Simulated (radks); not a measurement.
W69+, 5 electrons, occupied as [He] 2s2 2p1.

Calculated with a radial shooting solver on a logarithmic mesh with Libxc functionals: scalar-relativistic Kohn-Sham, PBE, spin-polarised, spherical densities, finite nucleus; open shells are filled with parallel spins first (spin-orbit coupling, left out, can overturn this in heavy ions); Fermi nuclear charge, rms radius 5.3658 fm.

Energy parts (eV):
part                      energy
total                 -217247.44
kinetic                253321.39
electron-nucleus      -475685.65
Hartree                  7254.28
exchange-correlation    -2137.46

Orbitals (lengths in bohr, moments of r in powers of bohr; <r^-3> diverges for s and p1/2; r(max) is where P^2 peaks; r(90%) holds 90 % of the orbital's charge):
1s up: occ. 1; eigenvalue (eV) -77546.65; <r^4> 5.716e-07; r(max) 0.01144; r(90%) 0.0333
1s down: occ. 1; eigenvalue (eV) -77525.14; <r^4> 5.709e-07; r(max) 0.01144; r(90%) 0.0333
2s up: occ. 1; eigenvalue (eV) -18963.47; <r^4> 0.00007285; r(max) 0.06409; r(90%) 0.115
2s down: occ. 1; eigenvalue (eV) -18922.95; <r^4> 0.00007315; r(max) 0.06413; r(90%) 0.115
2p up: occ. 1; eigenvalue (eV) -17625.22; <r^4> 0.00005382; r(max) 0.05205; r(90%) 0.107; <r^-3> 21880
2p down: occ. 0; eigenvalue (eV) -17578.84; <r^4> 0.00005411; r(max) 0.05209; r(90%) 0.107; <r^-3> 21850
3s up: occ. 0; eigenvalue (eV) -8087.739; <r^4> 0.001743; r(max) 0.1671; r(90%) 0.253
3s down: occ. 0; eigenvalue (eV) -8075.771; <r^4> 0.001750; r(max) 0.1673; r(90%) 0.253
3p up: occ. 0; eigenvalue (eV) -7691.357; <r^4> 0.001636; r(max) 0.1612; r(90%) 0.250; <r^-3> 6607
3p down: occ. 0; eigenvalue (eV) -7678.691; <r^4> 0.001645; r(max) 0.1614; r(90%) 0.250; <r^-3> 6600

The highest occupied level is 2p up at -17625.2 eV. The electron density at the nucleus is 1.487e+06 e/bohr^3 (large components only). The density falls to 0.001 e/bohr^3 at r = 0.29 bohr. The spin density at the nucleus is -78.8 e/bohr^3 (1s -317.2, 2s 238.4). For comparison, the ionisation energy in NIST's Atomic Spectra Database is 18872 eV (semi-empirical). In exact Kohn-Sham theory the highest level is minus the ionisation energy, but local and semilocal functionals leave it too shallow, through self-interaction and a potential that decays too fast; potentials with the right tail come closer. Summed over all electrons, <r^2> = 0.01935 bohr^2, which gives a Langevin (diamagnetic) susceptibility term of -0.0153 x 10^-6 cm^3/mol. Spin moment in Bohr magnetons: 1.
